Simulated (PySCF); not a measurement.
**RbSi: one state, many levels of theory**

State: ⁴Σ⁻ (quartet), unpaired electrons σ ↑, π ↑↑. Set-up: basis Rb x2c-TZVPPall, Si x2c-TZVPPall; spin-free X2C with a Gaussian nucleus; PySCF 2.14. De refers to Rb + Si in their high-spin ground configurations, without counterpoise correction. The functionals are run spin-unrestricted. A positive dipole means Rb(−)Si(+).

```tsv
Level	Re (Å)	ωe (cm⁻¹)	De (eV)	μ (D)
UHF	3.274	169	1.14	-11.60
UHF-MP2	3.150	182	1.59	n/a
UHF-SCS-MP2	3.169	180	1.43	n/a
LDA	3.086	179	1.81	-8.52
PBE	3.157	168	1.65	-8.90
r²SCAN	3.174	174	1.83	-10.12
M06-L	3.168	180	2.17	-10.86
PBE0	3.149	175	1.64	-9.79
MN15	3.153	175	1.71	-9.80
ωB97X	3.134	188	1.70	-10.72
B2PLYP	3.171	174	1.40	-10.27
```

What does the step from GGA to meta-GGA do here, going from PBE to r²SCAN?

r²SCAN less PBE: +1.7 pm in Re, +3.6 % in ωe, +0.18 eV in De. 

What does second-order correlation do here, going from UHF to UHF-MP2?

UHF-MP2 less UHF: -12.4 pm in Re, +7.7 % in ωe, +0.45 eV in De. Correlation nearly always deepens the well. The bond shortens, as in weak, metallic or heavy-atom bonds, where dispersion and the correlation of outer-core electrons pull the atoms together.

Correlated steps freeze 14 core orbitals. Spin–orbit coupling is left out. B2PLYP dipoles, levels and charges come from its SCF part alone. The state was picked by a PBE0 search and need not be the measured ground state.
